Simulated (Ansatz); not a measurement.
Mulliken charges of `ClC1[CH2][Al]([Cl])[O]1` from ωB97M-V/def2-TZVPP in Ansatz (PBE0-D4/def2-TZVP geometry).

```tsv
atom	x (Å)	y (Å)	z (Å)	charge (e)
Cl1	0.290	-0.539	2.319	-0.143
C2	-0.535	-0.340	0.723	0.202
C3	0.422	-0.710	-0.430	-0.399
Al4	0.227	1.186	-0.761	0.521
Cl5	0.703	2.834	-1.920	-0.166
O6	-0.899	1.003	0.535	-0.373
H7	-1.425	-0.967	0.788	0.126
H8	1.363	-1.149	-0.113	0.120
H9	-0.058	-1.365	-1.160	0.111
```

Question: By hand: the dipole of these point charges (1 e Å = 4.8032 D).

Answer: Σ q r = (-0.003, -0.346, -0.334) e Å, of length 0.481 e Å = 2.31 D.

Question: How does the dipole of the full density compare? (Best estimate.)

Answer: The calculation gave: (0.079, -0.189, -0.526) e Å, 2.71 D; the point charges give 0.85 times that, at 27° from its direction.

Point charges leave out the atoms' own dipoles, such as those of lone pairs, and Mulliken's split depends on the basis, so the two needn't agree.
